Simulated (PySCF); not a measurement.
Species: C₆H₁₁Cl.
SMILES with atom numbers: `[Cl:1][CH2:2][CH:3]1[CH2:4][CH2:5][CH2:6][CH2:7]1` (hydrogens: H8, H9 on C2; H10 on C3; H11, H12 on C4; H13, H14 on C5; H15, H16 on C6; H17, H18 on C7)

Structure used (PBE0-D3(BJ)/def2-SVP), in Å, numbered top down from 1:
```xyz
18
C6H11Cl angstrom
Cl     2.3925    2.3017   -1.4887
C      2.5335    1.1040   -0.1576
C      1.1970    0.5130    0.2441
C      0.1563    1.5412    0.7479
C     -1.1903    1.1218    0.1276
C     -0.9694   -0.3028   -0.3860
C      0.4797   -0.2777   -0.8554
H      3.2237    0.3266   -0.5137
H      3.0065    1.6331    0.6813
H      1.4303   -0.1864    1.0678
H      0.1176    1.5464    1.8477
H      0.4360    2.5576    0.4328
H     -1.4297    1.7810   -0.7221
H     -2.0296    1.1971    0.8349
H     -1.0838   -1.0285    0.4380
H     -1.6797   -0.5940   -1.1746
H      0.5571    0.2744   -1.8071
H      0.9157   -1.2763   -1.0141
```

Method: core-valence-separated Tamm–Dancoff BHandHLYP/aug-pcX-1 (pcseg-1 on H, def2-SVPD on Cl) in PySCF, non-relativistic, gas phase, PBE0-D3(BJ)/def2-SVP geometry. No empirical shift is added; at this level the pattern usually sits a few eV under experiment.

The lowest roots of each edge with f over 0.003 (five at most, numbered afresh; weaker and dark ones are left out), with transition dipoles (au) in the frame of the coordinates:

| root | edge | E (eV) | μx | μy | μz |
| --- | --- | --- | --- | --- | --- |
| 1 | C | 284.94 | 0.0109 | -0.0657 | 0.0740 |
| 2 | C | 285.38 | -0.0011 | -0.0106 | -0.0461 |
| 3 | C | 285.38 | 0.0239 | 0.0317 | -0.0108 |
| 4 | C | 285.42 | -0.0206 | 0.0437 | 0.0188 |
| 5 | C | 285.43 | -0.0377 | 0.0177 | 0.0081 |

**Question.** What are the oscillator strengths?

**Answer.** f = (2/3) ΔE |μ|², with ΔE in hartree (27.2114 eV):

```json
{"root": "1", "ΔE (Eh)": "10.4712", "|μ|² (au)": "0.009911", "f": "0.069", "core hole on": "C2"}
{"root": "2", "ΔE (Eh)": "10.4873", "|μ|² (au)": "0.002239", "f": "0.016", "core hole on": "C4"}
{"root": "3", "ΔE (Eh)": "10.4876", "|μ|² (au)": "0.001693", "f": "0.012", "core hole on": "C6"}
{"root": "4", "ΔE (Eh)": "10.4890", "|μ|² (au)": "0.002687", "f": "0.019", "core hole on": "C7"}
{"root": "5", "ΔE (Eh)": "10.4894", "|μ|² (au)": "0.001800", "f": "0.013", "core hole on": "C5"}
```

**Question.** Molecules are fixed in this frame and the field points along z. What effective strengths 3 f cos²θ do the roots have (θ between field and μ)?

**Answer.** root 1 (C2): 0.115, root 2 (C4): 0.045, root 3 (C6): 0.002, root 4 (C7): 0.007, root 5 (C5): 0.001. Root 1 is the strongest. Averaged over all orientations cos²θ is 1/3, which gives f back.

One conformer stands for the species.
